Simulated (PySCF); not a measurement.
Molecule: SMILES CO[Si@@H](C)O, C$_{2}$H$_{8}$O$_{2}$Si.

Molfile (atoms numbered from 1):
```
C2H8O2Si
     RDKit          3D

 13 12  0  0  0  0  0  0  0  0999 V2000
    1.3590   -0.9724    0.3369 C   0  0  0  0  0  0  0  0  0  0  0  0
    0.7123    0.1743    0.8031 O   0  0  0  0  0  0  0  0  0  0  0  0
   -0.3574    1.0902   -0.0860 Si  0  0  1  0  0  4  0  0  0  0  0  0
   -2.0236    0.2862   -0.2372 C   0  0  0  0  0  0  0  0  0  0  0  0
   -0.5830    2.5124    0.7300 O   0  0  0  0  0  0  0  0  0  0  0  0
    0.6645   -1.8259    0.2229 H   0  0  0  0  0  0  0  0  0  0  0  0
    2.1337   -1.2689    1.0612 H   0  0  0  0  0  0  0  0  0  0  0  0
    1.8545   -0.8086   -0.6392 H   0  0  0  0  0  0  0  0  0  0  0  0
    0.2680    1.3136   -1.4310 H   0  0  0  0  0  0  0  0  0  0  0  0
   -1.9543   -0.6752   -0.7698 H   0  0  0  0  0  0  0  0  0  0  0  0
   -2.7226    0.9318   -0.7906 H   0  0  0  0  0  0  0  0  0  0  0  0
   -2.4458    0.0979    0.7619 H   0  0  0  0  0  0  0  0  0  0  0  0
    0.2116    2.9932    0.9786 H   0  0  0  0  0  0  0  0  0  0  0  0
  1  2  1  0
  2  3  1  0
  3  4  1  0
  3  5  1  0
  1  6  1  0
  1  7  1  0
  1  8  1  0
  3  9  1  6
  4 10  1  0
  4 11  1  0
  4 12  1  0
  5 13  1  0
M  END
```

Geometry PBE0-D3(BJ)/def2-SVP throughout; GIAO in PySCF 2.14, gas phase, one conformer, non-relativistic; equivalent atoms averaged; basis pcSseg-2.

For orientation, B97-D gives these shifts δ (against TMS, H2O at the same level): C1 53.1, C4 -3.3, O5 54.6, O2 40.1, Si3 -14.1, H9 5.21, H6/H7/H8 3.68, H13 1.35, H10/H11/H12 0.14 ppm.

A run gave: C1 51.5, C4 -1.9, O5 49.6, O2 25.1, Si3 -1.3, H9 4.95, H6/H7/H8 3.48, H13 1.54, H10/H11/H12 0.20 ppm (shifts δ (against TMS, H2O at the same level)).

Question: Which functional was used in that run?
A. LC-wPBE
B. mPW1PW91
C. WP04
D. CAM-B3LYP

Answer: A. Si3 tells them apart best: LC-wPBE gives -1.3, CAM-B3LYP gives -10.2, mPW1PW91 gives -8.0, WP04 gives -25.0 ppm.
